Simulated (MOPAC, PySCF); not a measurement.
CH₅BOS, SMILES `BS(C)=O` (H–B–S–O torsion 180°), neutral singlet in the gas phase. 

Z-matrix (Å, degrees):
```
S
O 1 1.4750
B 1 1.7134 2 131.45
H 3 1.1798 1 117.86 2 -0.65
H 3 1.1826 4 129.22 1 179.57
C 1 1.7769 2 111.56 3 179.09
H 6 1.0867 1 108.09 2 -179.55
H 6 1.0877 7 111.25 1 118.48
H 6 1.0877 7 111.26 8 123.10
```
Charge 0, spin multiplicity 1.

All levels are single points at this geometry (M06-2X/def2-TZVP); Pople sets use spherical d functions. Orbital energies aren't observables, and empty levels follow the basis.

M06-2X/def2-TZVP in PySCF gives dipole (D) = 3.75.

Q: Estimate the dipole (D) from each of these levels: B3LYP-D3(BJ)/def2-TZVP in PySCF; B3LYP/3-21G in PySCF; B3LYP/6-31G* in PySCF; PBE/6-31G* in PySCF; PM7 in MOPAC.

A: 
```tsv
level	dipole (D)
B3LYP-D3(BJ)/def2-TZVP in PySCF	3.60
B3LYP/3-21G in PySCF	3.60
B3LYP/6-31G* in PySCF	3.64
PBE/6-31G* in PySCF	3.46
PM7 in MOPAC	3.92
```
